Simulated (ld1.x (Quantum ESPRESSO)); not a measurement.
## u(r) = r·R(r): atom against pseudo-atom (gallium)

Columns: radius, all-electron u(r) and pseudo u(r) of the 3d shell (level -19.15 eV) of gallium in the configuration [Ne] 3s2 3p6 3d10 4s2 4p1; PBE, scalar-relativistic, TM scheme, ld1.x (Quantum ESPRESSO) 7.5.

| r (bohr) | all-electron | pseudo |
| --- | --- | --- |
| 0.062 | 0.0483 | 0.0066 |
| 0.125 | 0.2263 | 0.0514 |
| 0.188 | 0.4628 | 0.1602 |
| 0.250 | 0.6837 | 0.3337 |
| 0.312 | 0.8601 | 0.5540 |
| 0.375 | 0.9855 | 0.7895 |
| 0.438 | 1.0603 | 0.9956 |
| 0.500 | 1.0928 | 1.1393 |
| 0.562 | 1.0942 | 1.2118 |
| 0.625 | 1.0730 | 1.2177 |
| 0.688 | 1.0365 | 1.1725 |
| 0.750 | 0.9912 | 1.0991 |
| 0.812 | 0.9407 | 1.0147 |
| 0.875 | 0.8868 | 0.9302 |
| 0.938 | 0.8323 | 0.8536 |
| 1.000 | 0.7795 | 0.7878 |
| 1.062 | 0.7282 | 0.7305 |
| 1.125 | 0.6783 | 0.6786 |
| 1.188 | 0.6309 | 0.6309 |
| 1.250 | 0.5868 | 0.5868 |
| 1.312 | 0.5454 | 0.5454 |
| 1.375 | 0.5060 | 0.5060 |
| 1.438 | 0.4693 | 0.4693 |
| 1.500 | 0.4355 | 0.4355 |
| 1.562 | 0.4042 | 0.4042 |
| 1.625 | 0.3745 | 0.3745 |

Q: How many radial nodes do the two functions have?

A: The all-electron 3d function has n − l − 1 = 0; the pseudo-wave has 0.

Q: At about which radius was the pseudo-wave matched?

A: 1.25 bohr. The columns agree to 0.0005 from 1.12 bohr on; several derivatives are matched, so the curves merge somewhat inside the radius.

Q: Where does each function peak?

A: Outermost all-electron maximum near 0.56 bohr, pseudo maximum near 0.62 bohr (to the table’s step).

Q: Is the pseudo-wave norm-conserving?

A: Yes: the TM scheme keeps the norm inside the radius equal to the all-electron one, which fixes the energy derivative of the logarithmic derivative at the level.
